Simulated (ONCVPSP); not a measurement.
# iridium (Ir): one change to an ONCV potential, before and after

| Item | Value |
| --- | --- |
| Element | iridium |
| Generator | ONCVPSP 4.0.1 |
| Type | optimised norm-conserving Vanderbilt (ONCV) |
| Functional | BLYP |
| Relativity | scalar-relativistic |
| Frozen core | [Xe] |
| Valence charge | 23 |
| Reference configuration | 4f14 5d7.5 6s1.5 |
| Partial waves | 6s: rc 2.60 bohr, ncon 4, nbas 7, qcut 2.8 1/bohr, 2 projectors, debl 3.3 Ha; p scattering state at 0.19 Ha: rc 2.30 bohr, ncon 4, nbas 7, qcut 3.6 1/bohr, 2 projectors, debl 1.4 Ha; 5d: rc 2.45 bohr, ncon 3, nbas 7, qcut 6.6 1/bohr, 2 projectors, debl 2.9 Ha; 4f: rc 0.95 bohr, ncon 3, nbas 8, qcut 18.4 1/bohr, 2 projectors, debl 3.6 Ha |
| Local potential | polynomial inside 0.70 bohr (lpopt 5, dvloc0 0 Ha) |
| Core correction | none |

Change: s: rc 2.58.

Cutoffs: the cutoffs (Ha) at which the residual kinetic energy of the hardest occupied pseudo-wave falls to 1 and 0.1 mHa per electron; they do not see the model core or the augmentation charge, which bear on the density cutoff. Errors are all-electron minus pseudo energies relative to the spin-unpolarised reference configuration.

Task: Predict the effect on cutoff, ghosts and configuration errors.

Result: The potential gets neither clearly harder nor softer (145 Ha and 156 Ha → 145 Ha and 156 Ha); both files keep a bound ghost (p, s); the errors of the 4 common tests hardly move.

| quantity | base | changed |
| --- | --- | --- |
| cutoff, loose | 145 Ha | 145 Ha |
| cutoff, tight | 156 Ha | 156 Ha |
| loose cutoff by channel | s 4.1 Ha, d 14 Ha, f 145 Ha | s 4.2 Ha, d 14 Ha, f 145 Ha |
| bound ghosts | s, p | s, p |
| GHOST(+) flags under 300 eV | p at 1.4 eV, d at 90.6 eV | p at 1.4 eV, d at 90.6 eV |
| error for 4f14 5d7 6s2, meV [ΔE 0.24 eV] | -2.6 | -2.7 |
| error for 4f14 5d7 6s1, meV [ΔE 10.09 eV] | +3.6 | +3.7 |
| error for 4f14 5d7 6s0, meV [ΔE 27.63 eV] | +33 | +33 |
| error for 4f14 5d6 6s0, meV [ΔE 58.08 eV] | +83 | +85 |
| p: phases at 2.33 bohr within 0.05 rad from the reference energy up to (Ha; the scan ends near 5) | 4.3 | 4.3 |
| d: phases at 2.49 bohr within 0.05 rad from the reference energy up to (Ha; the scan ends near 5) | to the end of the scan | to the end of the scan |
| f: phases at 0.97 bohr within 0.05 rad from the reference energy up to (Ha; the scan ends near 5) | to the end of the scan | to the end of the scan |

 A true bound ghost makes a file unfit for plane-wave use even where its test errors are small: the radial tests pick states by their node count and pass the ghost by.
